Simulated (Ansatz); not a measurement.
Isolated molecules relaxed with PBE0-D4/def2-TZVP in Ansatz; ΔE leaves out vibrations. CCSD(T)/CBS is the MP2 limit (def2-TZVPP, def2-QZVPP) plus CCSD(T) − MP2 in def2-TZVPP, frozen cores. DFT in def2-TZVPP. B3LYP here is the variant with VWN-RPA as its local correlation; programs differ in this. For Br outer-core shells are correlated without core-valence functions, which leaves a few kJ/mol of doubt a bond. Scalar relativity is left out up to krypton. Each species was taken in one conformer, which may not be the lowest.

`C[SiH2]CBr` + `[SiH3]N[SiH2]Br` → `C[SiH2]N[SiH3]` + `BrC[SiH2]Br`  (redistribution)

```tsv
level	ΔE (kJ/mol)	difference from CCSD(T)/CBS
PBE-D4	8.4	0.4
B3LYP-D4	8.7	0.7
ωB97X-V	8.4	0.4
B2PLYP	7.4	-0.6
PBE	7.4	-0.6
r2SCAN	8.1	0.1
B3LYP	7.0	-1.0
HF/def2-TZVPP	6.5	-1.5
CCSD(T)/def2-TZVPP	8.1	0.1
SCS-MP2/def2-QZVPP	7.3	-0.7
CCSD(T)/CBS	8.0	0
```

Largest T1 diagnostic among the species: 0.010.
